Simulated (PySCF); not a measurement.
## Sb⁺ (antimony, charge +1) across methods

[Kr] 4d10 5s2 5p1 6s1, 6s spin antiparallel (an excited configuration). All numbers are calculated (PySCF 2.14, scalar relativity by spin-free X2C-1e, in x2c-TZVPPall with one added diffuse shell each of s, p, d, f type (9s7p5d3f, 76 functions)).

```
   method  E (hartree)  mean ε 5s β (eV)  mean ε 5p α (eV)  mean ε 6s β (eV)  Σ⟨r²⟩ (bohr²)   ⟨S²⟩
   r2SCAN     -6480.08           -23.336           -15.474            -6.556          68.07  1.004
     PBE0     -6479.73           -24.434           -16.197            -6.889          68.22  1.002
    wB97X     -6480.29           -27.030           -18.373            -7.921          68.20  1.001
      LDA     -6473.89           -23.869           -15.130            -6.480          67.27  1.001
     TPSS     -6479.79           -23.241           -15.161            -6.503          68.38  1.002
      UHF  -6477.32601           -26.469           -18.965            -7.529          69.76  1.008
      PBE     -6479.65           -23.391           -15.033            -6.512          67.82  1.001
CAM-B3LYP     -6480.41           -26.009           -17.472            -7.388          67.82  1.002
```

(1) Estimate the same row for wB97X-V.

The outer electron is Rydberg-like, and this basis confines it to a smaller radius and binds it less than a complete one would. With the s spin flipped the determinant is a mixture of two multiplicities, not a spectroscopic state.

Results:

(1) E (hartree) = -6479.77; mean ε 5s β (eV) = -26.865; mean ε 5p α (eV) = -18.378; mean ε 6s β (eV) = -7.865; Σ⟨r²⟩ (bohr²) = 68.15; ⟨S²⟩ = 1.002.
